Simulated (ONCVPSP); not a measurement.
## Hf: one change to an ONCV potential, before and after

```
Element                 : hafnium
Generator               : ONCVPSP 4.0.1
Type                    : optimised norm-conserving Vanderbilt (ONCV)
Functional              : PBEsol
Relativity              : scalar-relativistic
Frozen core             : [Kr] 4d10 4f14
Valence charge          : 12
Reference configuration : 5s2 5p6 5d2 6s1 6p1
Partial waves           : 5s+6s: rc 1.70 bohr, ncon 4, nbas 8, qcut 6.7 1/bohr, 2 projectors; 5p+6p: rc 2.50 bohr, ncon 5, nbas 9, qcut 5.2 1/bohr, 2 projectors; 5d: rc 2.70 bohr, ncon 4, nbas 9, qcut 6.5 1/bohr, 2 projectors, debl 2.1 Ha
Local potential         : polynomial inside 1.50 bohr (lpopt 5, dvloc0 0 Ha)
Core correction         : none
```

Change: p: nproj 4.

Cutoffs: the cutoffs (Ha) at which the residual kinetic energy of the hardest occupied pseudo-wave falls to 1 and 0.1 mHa per electron; they do not see the model core or the augmentation charge, which bear on the density cutoff. Errors are all-electron minus pseudo energies relative to the spin-unpolarised reference configuration.

Problem. What does the change do?

Solution. The potential gets neither clearly harder nor softer (17 Ha and 20 Ha → 17 Ha and 20 Ha); a bound ghost appears in p, which as a rule spoils a file; the errors of the 3 common tests hardly move; the range in which the p phases agree widens (upper end 3.8 → at the end of the scan).

| quantity | base | changed |
| --- | --- | --- |
| cutoff, loose | 17 Ha | 17 Ha |
| cutoff, tight | 20 Ha | 20 Ha |
| bound ghosts | none | p |
| GHOST(+) flags under 300 eV | s at 224.5 eV | s at 224.5 eV |
| tests with a reliable result | 3 of 4 | 3 of 4 |
| error for 5s2 5p6 5d2 6s2 6p0, meV [ΔE -3.86 eV] | +2.1 | +2.1 |
| error for 5s2 5p6 5d2 6s1 6p0, meV [ΔE 4.15 eV] | -1.6 | -1.6 |
| error for 5s2 5p6 5d2 6s0 6p0, meV [ΔE 18.31 eV] | +2.5 | +2.3 |
| s: phases at 1.73 bohr within 0.05 rad from the reference energy up to (Ha; the scan ends near 5) | to the end of the scan | to the end of the scan |
| p: phases at 2.53 bohr within 0.05 rad from the reference energy up to (Ha; the scan ends near 5) | 3.8 | to the end of the scan |
| d: phases at 2.74 bohr within 0.05 rad from the reference energy up to (Ha; the scan ends near 5) | 4.7 | 4.7 |

 A true bound ghost makes a file unfit for plane-wave use even where its test errors are small: the radial tests pick states by their node count and pass the ghost by.
